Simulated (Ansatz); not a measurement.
Reaction (germylene loss): `[SiH3][Se][GeH3]` → `[SiH3][SeH]` + `[GeH2]`

Program: Ansatz. Geometries: PBE0-D4/def2-TZVP. ΔE: electronic, gas phase. CCSD(T)/CBS adds triple-zeta CCSD(T) − MP2 to the extrapolated MP2 energy (def2 sets, frozen cores). Functionals use def2-TZVPP. B3LYP here is the variant with VWN-RPA as its local correlation; programs differ in this. HSE06 is defined as in plane-wave codes. For Ge, Se outer-core shells are correlated without core-valence functions, which leaves a few kJ/mol of doubt a bond. Scalar relativity is left out up to krypton.

Question: Is it downhill or uphill in electronic energy at CCSD(T)/CBS, and by how much? (Estimate.)

Answer: The calculation gave: Uphill: ΔE = +2.42 eV.

Question: What do these levels give: BLYP-D4, B97M-V, B3LYP-D4, r2SCANh-D4, HSE06-D4, revPBE, BLYP, BHLYP, LC-ωPBE, MP2/def2-TZVPP, SCS-MP2/def2-TZVPP, HF/def2-QZVPP? (Best estimate.)

Answer: The calculation gave: BLYP-D4 2.11, B97M-V 2.42, B3LYP-D4 2.24, r2SCANh-D4 2.56, HSE06-D4 2.50, revPBE 2.11, BLYP 1.92, BHLYP 2.23, LC-ωPBE 2.52, MP2/def2-TZVPP 2.65, SCS-MP2/def2-TZVPP 2.47, HF/def2-QZVPP 2.12 eV.

Largest T1 diagnostic among the species: 0.012.

The D4 term adds +0.16 eV with B3LYP and +0.09 eV with PBE0; it sums over pairs of atoms, weighted by their polarisabilities, and B3LYP, whose exchange is more repulsive, gets the larger term. From BLYP to BHLYP (50 % exact exchange), in def2-TZVPP and without D4, ΔE moves by +0.31 eV.
